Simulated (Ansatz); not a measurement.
C$_{4}$H$_{14}$AlNSi (SMILES CN(C)[SiH2][Al]([CH3])[CH3]), singlet, geometry from GFN2-xTB (such geometries of metal compounds can be far from the true shape), atoms displaced at random by about 0.08 Å a coordinate; PBE/STO-3G, gradient (Ansatz, a quantum-chemistry and plane-wave program).

Ansatz was given this input:
Ansatz 0.2 input:
```yaml
crystal:
  periodic: [false, false, false]
  atoms:
    - {symbol: Si, position_ang: [-0.39085923, -0.42742584, -1.25867621]}
    - {symbol: N, position_ang: [-1.67133641, 0.26945252, -0.18816071]}
    - {symbol: C, position_ang: [-2.87925466, 0.59831163, -0.75458561]}
    - {symbol: C, position_ang: [-1.69760396, -0.01973361, 1.25592064]}
    - {symbol: Al, position_ang: [1.61279518, -0.06994384, 0.28751782]}
    - {symbol: C, position_ang: [1.81303518, 1.54561278, 1.49744876]}
    - {symbol: C, position_ang: [2.95532998, -1.54825498, -0.04464676]}
    - {symbol: H, position_ang: [-0.78900060, -1.85018100, -1.77419872]}
    - {symbol: H, position_ang: [-0.56931921, 0.57809697, -2.34890640]}
    - {symbol: H, position_ang: [-3.69055697, -0.24573895, -0.63949596]}
    - {symbol: H, position_ang: [-3.03599850, 0.87843357, -1.84256520]}
    - {symbol: H, position_ang: [-3.26787310, 1.33414123, -0.01020701]}
    - {symbol: H, position_ang: [-0.64224512, -0.28339105, 1.64921579]}
    - {symbol: H, position_ang: [-2.13050336, 0.67757996, 1.78059181]}
    - {symbol: H, position_ang: [-2.35955471, -0.89667331, 1.38730321]}
    - {symbol: H, position_ang: [2.72173938, 2.06853159, 1.22138353]}
    - {symbol: H, position_ang: [0.92306414, 2.16844990, 1.38307320]}
    - {symbol: H, position_ang: [1.86828805, 1.28438991, 2.46284751]}
    - {symbol: H, position_ang: [2.77640474, -2.07170215, -0.71918232]}
    - {symbol: H, position_ang: [3.00321281, -2.20539442, 0.85829595]}
    - {symbol: H, position_ang: [3.80269559, -1.08931788, -0.14109396]}
basis:
  gaussian:
    orbitals: STO-3G
hamiltonian:
  xc: pbe
output: {forces: true}
```

The log (banner, timings and long lists left out):

```
Functional definition: PBE
734 factors; integrals over basis functions are off by at most 7.8e-5 eV
mean field evaluation 1: about -20075.8901 eV, gradient 3.4e1 eV
mean field evaluation 2: about -20027.1763 eV, gradient 9.7e1 eV
mean field evaluation 4: about -20079.3966 eV, gradient 6.8e0 eV
mean field evaluation 8: about -20079.4076 eV, gradient 2.2e-1 eV
mean field evaluation 16: about -20079.4079 eV, gradient 1.8e-5 eV
mean field -20079.40787002 eV, -737.9046289116 hartree, gradient 1.8e-5 eV, S^2 0.000000; 0 other end points of the search recorded, 0 dependent functions left out
the calculation of the forces begins
reference -20079.40790489 eV, -737.9046301934 hartree; 36, 36 occupied and 21, 21 virtual orbitals, 734 factors
Total energy: -20079.40790489 eV, -737.9046301934 hartree
Atom 0 at    -0.390859    -0.427426    -1.258676 Å, force     0.778482     0.426892     1.593021 eV/Å
Atom 1 at    -1.671336     0.269453    -0.188161 Å, force     5.952042    -1.120333    -0.731081 eV/Å
Atom 2 at    -2.879255     0.598312    -0.754586 Å, force    -6.500809    -0.396063     0.577448 eV/Å
Atom 3 at    -1.697604    -0.019734     1.255921 Å, force     3.530545    -6.325084    -4.051057 eV/Å
Atom 4 at     1.612795    -0.069944     0.287518 Å, force    -0.818004    -0.896033    -1.453429 eV/Å
Atom 5 at     1.813035     1.545613     1.497449 Å, force    -0.879906    -1.070716    -5.603625 eV/Å
Atom 6 at     2.955330    -1.548255    -0.044647 Å, force    -3.558788     7.782606    15.441431 eV/Å
Atom 7 at    -0.789001    -1.850181    -1.774199 Å, force     0.498964     1.573219     0.434358 eV/Å
Atom 8 at    -0.569319     0.578097    -2.348906 Å, force     0.362147    -0.879485     0.001127 eV/Å
Atom 9 at    -3.690557    -0.245739    -0.639496 Å, force     0.801599     0.557523    -0.269847 eV/Å
Atom 10 at    -3.035998     0.878434    -1.842565 Å, force     1.285131     0.394391     0.938997 eV/Å
Atom 11 at    -3.267873     1.334141    -0.010207 Å, force    -0.935122     0.892713    -1.005840 eV/Å
Atom 12 at    -0.642245    -0.283391     1.649216 Å, force    -1.473508     0.522194    -0.501350 eV/Å
Atom 13 at    -2.130503     0.677580     1.780592 Å, force    -2.919679     5.964214     4.058253 eV/Å
Atom 14 at    -2.359555    -0.896673     1.387303 Å, force     0.035860    -0.820910     0.685225 eV/Å
Atom 15 at     2.721739     2.068532     1.221384 Å, force     0.397714     0.618629    -0.168526 eV/Å
Atom 16 at     0.923064     2.168450     1.383073 Å, force    -0.018282     0.477571    -0.212839 eV/Å
Atom 17 at     1.868288     1.284390     2.462848 Å, force     0.435315    -1.447507     4.941406 eV/Å
Atom 18 at     2.776405    -2.071702    -0.719182 Å, force    -3.738946    -9.856930   -13.488806 eV/Å
Atom 19 at     3.003213    -2.205394     0.858296 Å, force     0.123933     0.571956    -0.422225 eV/Å
Atom 20 at     3.802696    -1.089318    -0.141094 Å, force     6.641312     3.031152    -0.762641 eV/Å
Dipole moment:     0.304666    -0.018198     0.198472 e Å
```
